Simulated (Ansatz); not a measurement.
C3H6BCl can be A, `B/C=C/CCl`, or B, `C[C@@H]1B[C@H]1Cl`.

Isolated molecules relaxed with PBE0-D4/def2-TZVP in Ansatz; ΔE leaves out vibrations. CCSD(T)/CBS adds triple-zeta CCSD(T) − MP2 to the extrapolated MP2 energy (def2 sets, frozen cores). Functionals use def2-TZVPP. B3LYP here is the variant with VWN-RPA as its local correlation; programs differ in this. One conformer a species, not always the lowest.

A:

Z-matrix (Å, degrees):
```
C
Cl 1 1.789
C 1 1.483 2 110.2
H 1 1.089 2 107.6 3 122.4
H 1 1.092 2 106.1 3 -120.5
C 3 1.341 1 124.7 2 124.5
H 3 1.088 1 115.7 2 -56.1
B 6 1.532 3 120.6 1 177.9
H 6 1.090 3 117.5 1 -1.5
H 8 1.198 6 118.8 3 2.0
H 8 1.196 6 121.8 3 -177.8
```

B:

Z-matrix (Å, degrees):
```
C
C 1 1.508
H 1 1.092 2 110.8
H 1 1.093 2 111.2 3 -120.5
H 1 1.092 2 111.1 3 119.4
B 2 1.528 1 131.1 3 -85.4
C 2 1.526 1 119.7 3 -160.0
H 2 1.095 1 113.6 3 60.8
H 6 1.183 2 149.8 1 89.5
Cl 7 1.764 2 121.6 1 -125.2
H 7 1.087 2 113.6 1 11.7
```

**Question.** Which is lower in electronic energy at CCSD(T)/CBS, and by how much? (Estimate.)

**Answer.** Computed: A, by 71.9 kJ/mol.

**Question.** Give E(B) − E(A) in kJ/mol with B2PLYP, B3LYP-D4, PBE0-D4, HF/def2-TZVPP, r2SCAN-D4, PBE-D4, ωB97M-V. (An estimate is asked.)

**Answer.** Computed: B2PLYP 76.0, B3LYP-D4 76.1, PBE0-D4 52.2, HF/def2-TZVPP 95.5, r2SCAN-D4 58.1, PBE-D4 54.7, ωB97M-V 61.1. None reverses the order clearly.

Largest T1 diagnostic: 0.010.

In def2-TZVPP, CCSD(T) changes the Hartree–Fock value by −20.8 kJ/mol (the triples alone add +0.8 kJ/mol) and MP2 by −28.9 kJ/mol.
